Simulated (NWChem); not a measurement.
System: AlGeH3ClF; SMILES [F][Al]([Cl])[GeH3]

NWChem printed, in part:

```
             Northwest Computational Chemistry Package (NWChem) 7.3.0
             --------------------------------------------------------

 C1  symmetry detected

                             Geometry "geometry" -> ""
                             -------------------------

 Output coordinates in angstroms (scale by  1.889725989 to convert to a.u.)

  No.       Tag          Charge          X              Y              Z
 ---- ---------------- ---------- -------------- -------------- --------------
    1 Al                  13.0000     0.40139225     0.73687567     0.00278938
    2 Cl                  17.0000    -0.94677188     2.24408028    -0.00075372
    3 F                    9.0000     2.01912963     1.08952170    -0.00135085
    4 Ge                  32.0000    -0.19368310    -1.59054750    -0.00051883
    5 H                    1.0000    -0.30976497    -2.23734198     1.35307729
    6 H                    1.0000    -1.53055470    -1.88662620    -0.62009585
    7 H                    1.0000     0.74303482    -2.51295552    -0.72766981

 Effective nuclear repulsion energy (a.u.)     379.6272129228

                                Z-matrix (autoz)
                                --------

 Units are Angstrom for bonds and degrees for angles

      Type          Name      I     J     K     L     M      Value
      ----------- --------  ----- ----- ----- ----- ----- ----------
    1 Stretch                  1     2                       2.02218
    2 Stretch                  1     3                       1.65573
    3 Stretch                  1     4                       2.40230
    4 Stretch                  4     5                       1.50467
    5 Stretch                  4     6                       1.50292
    6 Stretch                  4     7                       1.50234
    7 Bend                     1     4     5               115.74275
    8 Bend                     1     4     6               114.31629
    9 Bend                     1     4     7               116.17167
   10 Bend                     2     1     3               119.51418
   11 Bend                     2     1     4               123.84562
   12 Bend                     3     1     4               116.63916
   13 Bend                     5     4     6               102.56519
   14 Bend                     5     4     7               102.68512
   15 Bend                     6     4     7               103.54033
   16 Torsion                  2     1     4     5         -92.19297
   17 Torsion                  2     1     4     6          26.68287
   18 Torsion                  2     1     4     7         147.23598
   19 Torsion                  3     1     4     5          88.18068
   20 Torsion                  3     1     4     6        -152.94348
   21 Torsion                  3     1     4     7         -32.39037

                           NWChem Geometry Optimization
                           ----------------------------

 maximum gradient threshold         (gmax) =   0.000450
 rms gradient threshold             (grms) =   0.000300
 maximum cartesian step threshold   (xmax) =   0.001800
 rms cartesian step threshold       (xrms) =   0.001200
 fixed trust radius                (trust) =   0.300000
 source of zmatrix                         =   autoz

          -------------------
          Energy Minimization
          -------------------

 Using diagonal initial Hessian
 Scaling for Hessian diagonals: bonds = 1.00  angles = 0.25  torsions = 0.10

          --------
          Step   0

                                 NWChem DFT Module
                                 -----------------

 Summary of "ao basis" -> "ao basis" (spherical)
 ------------------------------------------------------------------------------
       Tag                 Description            Shells   Functions and Types
 ---------------- ------------------------------  ------  ---------------------
 Al                          6-31g*                  8       18   4s3p1d
 Cl                          6-31g*                  8       18   4s3p1d
 F                           6-31g*                  6       14   3s2p1d
 Ge                          6-31g*                 12       32   5s4p3d
 H                           6-31g*                  2        2   2s

            General Information
            -------------------
          SCF calculation type: DFT
          Wavefunction type:  closed shell.
          No. of atoms     :     7
          No. of electrons :    74
           Alpha electrons :    37
            Beta electrons :    37
          Charge           :     0
          Spin multiplicity:     1
          Use of symmetry is: off; symmetry adaption is: off
          Maximum number of iterations: 150
          AO basis - number of functions:    88
                     number of shells:    40
          Convergence on energy requested:  1.00D-06
          Convergence on density requested:  1.00D-05
          Convergence on gradient requested:  5.00D-04

              XC Information
              --------------
                         B3LYP Method XC Potential
                     Hartree-Fock (Exact) Exchange  0.200
                        Slater Exchange Functional  0.800 local
                    Becke 1988 Exchange Functional  0.720 non-local
              Lee-Yang-Parr Correlation Functional  0.810
                  VWN I RPA Correlation Functional  0.190 local

             Grid Information
             ----------------
          Grid used for XC integration:  medium
          Radial quadrature: Mura-Knowles
          Angular quadrature: Lebedev.
          Tag              B.-S. Rad. Rad. Pts. Rad. Cut. Ang. Pts.
          ---              ---------- --------- --------- ---------
          Al                  1.25       88          10.0       590
          Cl                  1.00       88          12.0       590
          F                   0.50       49          11.0       434
          Ge                  1.25      112          11.0       590
          H                   0.35       45          12.0       434
          Grid pruning is: on
          Number of quadrature shells:   472
          Spatial weights used:  Erf1

      Superposition of Atomic Density Guess
      -------------------------------------

 Sum of atomic energies:       -2877.19769953

      Non-variational initial energy
      ------------------------------

 Total energy =   -2878.034834
 1-e energy   =   -4763.132846
 2-e energy   =    1505.470799
 HOMO         =      -0.346801
 LUMO         =       0.004268

   convergence    iter        energy       DeltaE   RMS-Dens  Diis-err
 ---------------- ----- ----------------- --------- --------- ---------
 d= 0,ls=0.0,diis     1  -2881.0885703450 -3.26D+03  1.92D-02  6.83D-01
 d= 0,ls=0.0,diis     2  -2880.9913595800  9.72D-02  1.04D-02  2.01D+00
 d= 0,ls=0.0,diis     3  -2881.1719759678 -1.81D-01  2.10D-03  2.57D-02
 d= 0,ls=0.0,diis     4  -2881.1736421214 -1.67D-03  9.29D-04  5.61D-03
 d= 0,ls=0.0,diis     5  -2881.1744732567 -8.31D-04  1.59D-04  1.88D-04
  Resetting Diis
 d= 0,ls=0.0,diis     6  -2881.1745004796 -2.72D-05  1.64D-05  3.64D-06
 d= 0,ls=0.0,diis     7  -2881.1745007399 -2.60D-07  1.03D-05  3.12D-07
 d= 0,ls=0.0,diis     8  -2881.1745007368  3.15D-09  4.39D-06  5.35D-07

         Total DFT energy =    -2881.174500736751
      One electron energy =    -4765.473430674849
           Coulomb energy =     1642.418645986988
    Exchange-Corr. energy =     -137.746928971662
 Nuclear repulsion energy =      379.627212922771

 Numeric. integr. density =       73.999961296363

                       DFT Final Molecular Orbital Analysis
                       ------------------------------------

 Vector   35  Occ=2.000000D+00  E=-3.478212D-01
              MO Center= -2.8D-01, -1.3D+00,  3.4D-01, r^2= 4.5D+00
   Bfn.  Coefficient  Atom+Function         Bfn.  Coefficient  Atom+Function
  ----- ------------  ---------------      ----- ------------  ---------------
    63      0.434930  4 Ge pz                27     -0.284063  2 Cl pz
    83      0.252145  5 H  s                 84      0.234463  5 H  s
    59     -0.180973  4 Ge pz                31     -0.155301  2 Cl pz
    87     -0.155077  7 H  s                 88     -0.142779  7 H  s
    23      0.111498  2 Cl pz                85     -0.091974  6 H  s

 Vector   36  Occ=2.000000D+00  E=-3.434855D-01
              MO Center= -5.7D-01, -4.2D-01, -2.6D-01, r^2= 5.9D+00
   Bfn.  Coefficient  Atom+Function         Bfn.  Coefficient  Atom+Function
  ----- ------------  ---------------      ----- ------------  ---------------
    61      0.374167  4 Ge px                25     -0.336395  2 Cl px
    26     -0.253494  2 Cl py                85     -0.218558  6 H  s
    86     -0.208942  6 H  s                 29     -0.178509  2 Cl px
    87      0.156577  7 H  s                 88      0.156461  7 H  s
    57     -0.155355  4 Ge px                30     -0.135166  2 Cl py

[...]

      ----------------------
      Optimization converged
      ----------------------

  Step       Energy      Delta E   Gmax     Grms     Xrms     Xmax
  ---- ---------------- -------- -------- -------- -------- --------
@    7   -2881.18178282 -2.0D-07  0.00011  0.00003  0.00075  0.00137
                                     ok       ok       ok       ok

                                Z-matrix (autoz)
                                --------

 Units are Angstrom for bonds and degrees for angles

      Type          Name      I     J     K     L     M      Value     Gradient
      ----------- --------  ----- ----- ----- ----- ----- ---------- ----------
    1 Stretch                  1     2                       2.11200   -0.00006
    2 Stretch                  1     3                       1.65745    0.00004
    3 Stretch                  1     4                       2.46780    0.00011
    4 Stretch                  4     5                       1.54829    0.00003
    5 Stretch                  4     6                       1.54595    0.00002
    6 Stretch                  4     7                       1.54672    0.00003
    7 Bend                     1     4     5               110.28019    0.00000
    8 Bend                     1     4     6               111.03126    0.00002
    9 Bend                     1     4     7               111.39472   -0.00001
   10 Bend                     2     1     3               115.86113   -0.00002
   11 Bend                     2     1     4               122.49611    0.00004
   12 Bend                     3     1     4               121.63861   -0.00002
   13 Bend                     5     4     6               107.79129   -0.00001
   14 Bend                     5     4     7               107.71394    0.00000
   15 Bend                     6     4     7               108.49494   -0.00001
   16 Torsion                  2     1     4     5         -91.98121   -0.00001
   17 Torsion                  2     1     4     6          27.42960   -0.00000
   18 Torsion                  2     1     4     7         148.47073   -0.00000
   19 Torsion                  3     1     4     5          87.24669   -0.00001
   20 Torsion                  3     1     4     6        -153.34250   -0.00000
   21 Torsion                  3     1     4     7         -32.30137   -0.00001

                         Geometry "geometry" -> "geometry"
                         ---------------------------------

 Output coordinates in angstroms (scale by  1.889725989 to convert to a.u.)

  No.       Tag          Charge          X              Y              Z
 ---- ---------------- ---------- -------------- -------------- --------------
    1 Al                  13.0000     0.44404476     0.70186285    -0.00457599
    2 Cl                  17.0000    -0.96553463     2.27456008     0.01158102
    3 F                    9.0000     2.03722670     1.15882282     0.00499625
    4 Ge                  32.0000    -0.22102266    -1.67462215    -0.00925935
    5 H                    1.0000    -0.30705476    -2.21067844     1.44072263
    6 H                    1.0000    -1.60856030    -1.86114674    -0.66493722
    7 H                    1.0000     0.80368295    -2.54579196    -0.77304972

 Effective nuclear repulsion energy (a.u.)     369.5719337703

                Final and change from initial internal coordinates
                --------------------------------------------------

                                Z-matrix (autoz)
                                --------

 Units are Angstrom for bonds and degrees for angles

[...]

 Rotational Constants
 --------------------
 A=   0.132968 cm-1  (  0.191307 K)
 B=   0.037918 cm-1  (  0.054554 K)
 C=   0.029832 cm-1  (  0.042921 K)

 Temperature                      =   298.15K
 frequency scaling parameter      =   1.0000

 Zero-Point correction to Energy  =   17.087 kcal/mol  (  0.027229 au)
 Thermal correction to Energy     =   21.509 kcal/mol  (  0.034277 au)
 Thermal correction to Enthalpy   =   22.101 kcal/mol  (  0.035220 au)

 Total Entropy                    =   87.520 cal/mol-K
   - Translational                =   41.061 cal/mol-K (mol. weight = 157.8942)
   - Rotational                   =   28.750 cal/mol-K (symmetry #  =        1)
   - Vibrational                  =   17.709 cal/mol-K

 Cv (constant volume heat capacity) =   21.543 cal/mol-K
   - Translational                  =    2.979 cal/mol-K
   - Rotational                     =    2.979 cal/mol-K
   - Vibrational                    =   15.584 cal/mol-K

[normal modes left out]

 ----------------------------------------------------------------------------
 Normal Eigenvalue ||           Projected Infra Red Intensities
  Mode   [cm**-1]  || [atomic units] [(debye/angs)**2] [(KM/mol)] [arbitrary]
 ------ ---------- || -------------- ----------------- ---------- -----------
    1       -0.000 ||    0.000095           0.002         0.093       0.022
    2        0.000 ||    0.000098           0.002         0.095       0.023
    3        0.000 ||    0.000089           0.002         0.087       0.021
    4        0.000 ||    0.000086           0.002         0.084       0.020
    5        0.000 ||    0.000088           0.002         0.086       0.021
    6        0.000 ||    0.000175           0.004         0.171       0.041
    7       42.267 ||    0.000063           0.001         0.061       0.015
    8       99.418 ||    0.002892           0.067         2.819       0.681
    9      173.782 ||    0.022873           0.528        22.298       5.384
   10      178.094 ||    0.030950           0.714        30.172       7.286
   11      297.258 ||    0.004821           0.111         4.699       1.135
   12      431.840 ||    0.000367           0.008         0.358       0.086
   13      435.443 ||    0.009160           0.211         8.930       2.156
   14      546.857 ||    0.174324           4.022       169.939      41.037
   15      788.399 ||    0.180131           4.156       175.600      42.404
   16      865.867 ||    0.037868           0.874        36.916       8.914
   17      877.697 ||    0.030425           0.702        29.660       7.162
   18      881.851 ||    0.089490           2.065        87.240      21.067
   19     2100.446 ||    0.073735           1.701        71.881      17.358
   20     2115.544 ||    0.114652           2.645       111.768      26.990
   21     2123.200 ||    0.119688           2.761       116.678      28.175
 ----------------------------------------------------------------------------
```

Level: B3LYP/6-31G* (spherical d). B3LYP is NWChem's, with the RPA form of VWN correlation.

### Question
Reconstruct the input file.

### Answer
Several could match; the one computed here: the input that was run:
```
start job
memory heap 200 mb stack 900 mb global 1100 mb
geometry units angstroms
  Al    -0.513363     0.486860    -0.470103
  Cl    -2.309821    -0.412229    -0.701625
  F     -0.241600     1.960036    -1.175332
  Ge     1.306812    -0.462074     0.777900
  H      1.380700    -0.067598     2.228062
  H      1.293069    -1.963307     0.847718
  H      2.688207    -0.145777     0.279172
end
basis spherical
  * library 6-31g*
end
dft
  xc b3lyp
  iterations 150
end
driver
  maxiter 120
end
task dft optimize
task dft freq
```
